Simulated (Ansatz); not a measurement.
The same redistribution along the group B, Al, In.

Program: Ansatz. Geometries: PBE0-D4/def2-TZVP. ΔE: electronic, gas phase. CCSD(T)/CBS is the MP2 limit (def2-TZVPP, def2-QZVPP) plus CCSD(T) − MP2 in def2-TZVPP, frozen cores. DFT in def2-TZVPP. Elements past krypton have def2 core potentials. For Br, In, Mg outer-core shells are correlated without core-valence functions, which leaves a few kJ/mol of doubt a bond. Scalar relativity is left out up to krypton. One conformer a species, not always the lowest.

| reaction | CCSD(T)/CBS(def2) (eV) |
| --- | --- |
| `NB(F)Br` + `[CH3][Mg][F]` → `FB(F)Br` + `[CH3][Mg][NH2]` | ? |
| `[NH2][Al]([F])[Br]` + `[CH3][Mg][F]` → `[F][Al]([F])[Br]` + `[CH3][Mg][NH2]` | 0.48 |
| `[NH2][In]([F])[Br]` + `[CH3][Mg][F]` → `[F][In]([F])[Br]` + `[CH3][Mg][NH2]` | 1.03 |

(1) Fill in the missing values. (Best estimate.)

Largest T1 diagnostic: 0.014, for `[F][In]([F])[Br]`.

## Answers

(1) Ansatz gave: `NB(F)Br` + `[CH3][Mg][F]` → `FB(F)Br` + `[CH3][Mg][NH2]`: +1.16 eV.
